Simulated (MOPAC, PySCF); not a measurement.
H$_{4}$O$_{4}$Si, SMILES `O[Si](O)(O)O`, neutral singlet in the gas phase. 

Cartesian coordinates (Å):
```xyz
9

O     -0.8716     1.2175    -0.6578
Si     0.0000     0.0000     0.0000
O     -0.5409    -0.1811     1.5327
O     -0.1990    -1.2941    -0.9801
O      1.6116     0.2577     0.1051
H     -1.0951     1.9565    -0.0866
H      0.0291    -0.6497     2.1475
H     -1.0667    -1.4188    -1.3726
H      2.1327     0.1119    -0.6884
```
Charge 0, multiplicity 1.

All levels are single points at this geometry (B3LYP-D3(BJ)/def2-TZVP); Pople sets use spherical d functions. Orbital energies aren't observables, and empty levels follow the basis.

| level | HOMO (eV) | LUMO (eV) | gap (eV) | dipole (D) | vertical IE, Delta-SCF (eV) |
|---|---|---|---|---|---|
| PBE-D3(BJ)/def2-TZVP in PySCF | -7.31 | -0.43 | 6.88 | 0.00 | – |
| TPSSh-D3(BJ)/def2-TZVP in PySCF | -8.11 | 0.16 | 8.27 | 0.00 | 10.90 |
| B3LYP/3-21G in PySCF | -7.94 | 1.31 | 9.25 | 0.00 | – |
| B3LYP/6-311+G** in PySCF | -8.96 | -0.71 | 8.25 | 0.00 | – |
| B3LYP/6-31G* in PySCF | -8.38 | 0.92 | 9.29 | 0.00 | 10.94 |
| B3LYP/LANL2DZ in PySCF | -8.95 | 0.53 | 9.48 | 0.00 | – |
| BP86/6-31G* in PySCF | -6.96 | 0.35 | 7.31 | 0.00 | – |
| PBE/6-31G* in PySCF | -6.84 | 0.30 | 7.15 | 0.00 | – |
| HF/3-21G in PySCF | -13.32 | 5.58 | 18.90 | 0.00 | – |
| HF/6-31G* in PySCF | -13.48 | 4.78 | 18.25 | 0.00 | 12.38 |
| HF/STO-3G in PySCF | -9.58 | 12.26 | 21.84 | 0.00 | – |
| PM3 in MOPAC | -10.71 | 2.01 | 12.72 | 0.00 | – |
| PM6 in MOPAC | -12.13 | 0.77 | 12.90 | 0.00 | – |
